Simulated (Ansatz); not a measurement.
Ansatz (a program for electronic structure) input file for C2H2N3, SMILES C1=NC=N[N]1, multiplicity 2, B3LYP-D3(BJ)/def2-SVP. 

Ansatz 0.2 input:
```yaml
crystal:
  periodic: [false, false, false]
  atoms:
    - {symbol: C, position_ang: [0.00000000, 1.06043023, 0.31901483]}
    - {symbol: N, position_ang: [-0.00000000, -0.00000001, 1.13500936]}
    - {symbol: C, position_ang: [-0.00000000, -1.06043023, 0.31901483]}
    - {symbol: N, position_ang: [0.00000000, -0.64968793, -0.93135137]}
    - {symbol: N, position_ang: [-0.00000000, 0.64968795, -0.93135136]}
    - {symbol: H, position_ang: [0.00000000, 2.08158271, 0.63283784]}
    - {symbol: H, position_ang: [0.00000001, -2.08158272, 0.63283781]}
basis:
  gaussian:
    orbitals: def2-SVP
hamiltonian:
  xc: b3lyp
  dispersion: d3bj
magnetization: {spin_polarized: true, initial_magnetization: 1}
relax: {f_tol: 0.002, max_steps: 200}
```

Log of the run:

```
WARN ansatz: RAYON_NUM_THREADS=1 ignored (pool sized by the plan → 1); use --threads N
Functional definition: B3LYP
integrals: 0.03 GiB planned
933 factors; integrals over basis functions are off by at most 3.3e-4 eV
mean field: 0.39 GiB planned
mean field evaluation 1: about -6563.8182 eV, gradient 2.9e1 eV
mean field evaluation 2: about -6555.2567 eV, gradient 5.1e1 eV
mean field evaluation 4: about -6567.4950 eV, gradient 5.8e0 eV
mean field evaluation 8: about -6567.7259 eV, gradient 2.5e-1 eV
mean field evaluation 16: about -6567.7268 eV, gradient 1.1e-4 eV
mean field evaluation 32: about -6568.0447 eV, gradient 1.6e-1 eV
mean field evaluation 64: about -6567.9715 eV, gradient 3.8e0 eV
mean field -6568.04492368 eV, -241.3711989647 hartree, gradient 2.9e-6 eV, S^2 0.755573; 8 other end points of the search recorded, 0 dependent functions left out
the calculation of the forces begins
reference -6568.04511462 eV, -241.3712059813 hartree; 18, 17 occupied and 62, 63 virtual orbitals, 933 factors
relax step   1: F+E_penalty+E_count = -6568.28030046 eV  Δ(F+E_penalty+E_count) = +0.000e0 eV  max|allowed force component| = 3.177e0 eV/Å  Δτ_max = 0.0000 Å  (247 SCF iters, accepted)
these checks for a lower state are left out or cut short: starts, cluster_reference, orbital_swaps, neighbouring_geometries, increment
integrals: 0.03 GiB planned
933 factors; integrals over basis functions are off by at most 3.6e-4 eV
mean field: 0.39 GiB planned
mean field evaluation 96: about -6568.1929 eV, gradient 2.9e-6 eV
mean field -6568.19288715 eV, -241.3766365216 hartree, gradient 2.9e-6 eV, S^2 0.755512; 0 other end points of the search recorded, 0 dependent functions left out
the calculation of the forces begins
reference -6568.19307790 eV, -241.3766435317 hartree; 18, 17 occupied and 62, 63 virtual orbitals, 933 factors
relax step   2: F+E_penalty+E_count = -6568.42678634 eV  Δ(F+E_penalty+E_count) = -1.465e-1 eV  max|allowed force component| = 1.303e0 eV/Å  Δτ_max = 0.0248 Å  (62 SCF iters, accepted)
these checks for a lower state are left out or cut short: starts, cluster_reference, orbital_swaps, neighbouring_geometries, increment
integrals: 0.03 GiB planned
933 factors; integrals over basis functions are off by at most 3.7e-4 eV
mean field: 0.39 GiB planned
mean field -6568.21773972 eV, -241.3775498368 hartree, gradient 2.6e-6 eV, S^2 0.755397; 0 other end points of the search recorded, 0 dependent functions left out
the calculation of the forces begins
reference -6568.21793068 eV, -241.3775568544 hartree; 18, 17 occupied and 62, 63 virtual orbitals, 933 factors
relax step   3: F+E_penalty+E_count = -6568.45174498 eV  Δ(F+E_penalty+E_count) = -2.496e-2 eV  max|allowed force component| = 3.128e-1 eV/Å  Δτ_max = 0.0122 Å  (62 SCF iters, accepted)
these checks for a lower state are left out or cut short: starts, cluster_reference, orbital_swaps, neighbouring_geometries, increment
integrals: 0.03 GiB planned
933 factors; integrals over basis functions are off by at most 3.7e-4 eV
mean field: 0.39 GiB planned
mean field -6568.21925187 eV, -241.3776054074 hartree, gradient 9.1e-6 eV, S^2 0.755393; 0 other end points of the search recorded, 0 dependent functions left out
the calculation of the forces begins
reference -6568.21944309 eV, -241.3776124347 hartree; 18, 17 occupied and 62, 63 virtual orbitals, 933 factors
relax step   4: F+E_penalty+E_count = -6568.45389628 eV  Δ(F+E_penalty+E_count) = -2.151e-3 eV  max|allowed force component| = 1.366e-1 eV/Å  Δτ_max = 0.0041 Å  (52 SCF iters, accepted)
these checks for a lower state are left out or cut short: starts, cluster_reference, orbital_swaps, neighbouring_geometries, increment
integrals: 0.03 GiB planned
933 factors; integrals over basis functions are off by at most 3.7e-4 eV
mean field: 0.39 GiB planned
mean field evaluation 128: about -6568.2196 eV, gradient 4.9e-6 eV
mean field -6568.21964857 eV, -241.3776199858 hartree, gradient 4.9e-6 eV, S^2 0.755378; 0 other end points of the search recorded, 0 dependent functions left out
the calculation of the forces begins
reference -6568.21983985 eV, -241.3776270152 hartree; 18, 17 occupied and 62, 63 virtual orbitals, 933 factors
relax step   5: F+E_penalty+E_count = -6568.45436916 eV  Δ(F+E_penalty+E_count) = -4.729e-4 eV  max|allowed force component| = 3.442e-2 eV/Å  Δτ_max = 0.0035 Å  (53 SCF iters, accepted)
these checks for a lower state are left out or cut short: starts, cluster_reference, orbital_swaps, neighbouring_geometries, increment
integrals: 0.03 GiB planned
933 factors; integrals over basis functions are off by at most 3.7e-4 eV
mean field: 0.39 GiB planned
mean field -6568.21969135 eV, -241.3776215580 hartree, gradient 4.7e-6 eV, S^2 0.755380; 0 other end points of the search recorded, 0 dependent functions left out
the calculation of the forces begins
reference -6568.21988260 eV, -241.3776285860 hartree; 18, 17 occupied and 62, 63 virtual orbitals, 933 factors
relax step   6: F+E_penalty+E_count = -6568.45439006 eV  Δ(F+E_penalty+E_count) = -2.090e-5 eV  max|allowed force component| = 1.973e-2 eV/Å  Δτ_max = 0.0014 Å  (49 SCF iters, accepted)
these checks for a lower state are left out or cut short: starts, cluster_reference, orbital_swaps, neighbouring_geometries, increment
integrals: 0.03 GiB planned
933 factors; integrals over basis functions are off by at most 3.7e-4 eV
mean field: 0.39 GiB planned
mean field -6568.21969205 eV, -241.3776215838 hartree, gradient 6.0e-6 eV, S^2 0.755380; 0 other end points of the search recorded, 0 dependent functions left out
the calculation of the forces begins
reference -6568.21988333 eV, -241.3776286129 hartree; 18, 17 occupied and 62, 63 virtual orbitals, 933 factors
relax step   7: F+E_penalty+E_count = -6568.45440340 eV  Δ(F+E_penalty+E_count) = -1.333e-5 eV  max|allowed force component| = 2.748e-3 eV/Å  Δτ_max = 0.0007 Å  (48 SCF iters, accepted)
these checks for a lower state are left out or cut short: starts, cluster_reference, orbital_swaps, neighbouring_geometries, increment
integrals: 0.03 GiB planned
933 factors; integrals over basis functions are off by at most 3.7e-4 eV
mean field: 0.39 GiB planned
mean field -6568.21969992 eV, -241.3776218728 hartree, gradient 4.6e-6 eV, S^2 0.755380; 0 other end points of the search recorded, 0 dependent functions left out
the calculation of the forces begins
reference -6568.21989119 eV, -241.3776289019 hartree; 18, 17 occupied and 62, 63 virtual orbitals, 933 factors
relax step   8: F+E_penalty+E_count = -6568.45440349 eV  Δ(F+E_penalty+E_count) = -9.629e-8 eV  max|allowed force component| = 3.206e-4 eV/Å  Δτ_max = 0.0000 Å  (45 SCF iters, accepted)
integrals: 0.03 GiB planned
933 factors; integrals over basis functions are off by at most 3.7e-4 eV
mean field: 0.39 GiB planned
mean field evaluation 160: about -6555.2378 eV, gradient 5.0e1 eV
mean field evaluation 192: about -6568.1769 eV, gradient 3.8e-1 eV
mean field -6568.21969992 eV, -241.3776218728 hartree, gradient 4.6e-6 eV, S^2 0.755380; 5 other end points of the search recorded, 0 dependent functions left out
the calculation of the forces begins
reference -6568.21989119 eV, -241.3776289019 hartree; 18, 17 occupied and 62, 63 virtual orbitals, 933 factors
Total energy: -6568.45459476 eV, -241.3862540991 hartree
Atom 0 at    -0.000000     1.056630     0.336526 Å, force    -0.000000     0.000321    -0.000067 eV/Å
Atom 1 at     0.000000    -0.000000     1.167480 Å, force     0.000000     0.000000     0.000285 eV/Å
Atom 2 at     0.000000    -1.056630     0.336526 Å, force    -0.000000    -0.000321    -0.000067 eV/Å
Atom 3 at     0.000000    -0.621941    -0.946894 Å, force     0.000000    -0.000159    -0.000036 eV/Å
Atom 4 at     0.000000     0.621941    -0.946894 Å, force     0.000000     0.000159    -0.000036 eV/Å
Atom 5 at    -0.000000     2.107288     0.614634 Å, force    -0.000000    -0.000061    -0.000040 eV/Å
Atom 6 at     0.000000    -2.107288     0.614633 Å, force    -0.000000     0.000061    -0.000040 eV/Å
Dipole moment:    -0.000000     0.000000    -0.139261 e Å
```

Self-consistency was reached.

Cost: around 60 core-seconds (rough).
